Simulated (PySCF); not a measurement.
## Finite-field polarisability of Fe (iron, neutral)

[Ar] 3d6 4s2, high-spin 5D determinant. All numbers are calculated (PySCF 2.14, the non-relativistic Hamiltonian (point nucleus), in def2-TZVPPD (6s6p4d2f1g, 67 functions)). Frozen: [Ar]. Energy changes in a uniform field (μhartree):

```csv
axis,F (au),HF,MP2,CCSD,CCSD(T)
x,0.0015,-93.759,-55.245,-72.736,-71.353
x,0.003,-374.855,-222.424,-290.989,-285.451
z,0.0015,-97.857,-40.382,-74.821,-73.766
z,0.003,-390.959,-168.522,-299.466,-295.175
```

By symmetry the remaining axis equals x.

Question: Derive α along x at CCSD(T) from the two fields.

Answer: With ΔE = −αF²/2 − γF⁴/24, α = −(16 ΔE(F) − ΔE(2F))/(6F²) = 63.42 bohr³.

Question: And the mean polarisability at each level?

Answer: The components xx, yy, zz at CCSD(T) are 63.42, 63.42, 65.56, the third axis being equal by symmetry to one of the two computed. Means: HF 84.58, MP2 44.46, CCSD 65.27, CCSD(T) 64.14 bohr³. Reference: 62 ± 4 bohr³ (recommended; Schwerdtfeger and Nagle, table of static dipole polarizabilities (2023 update)).
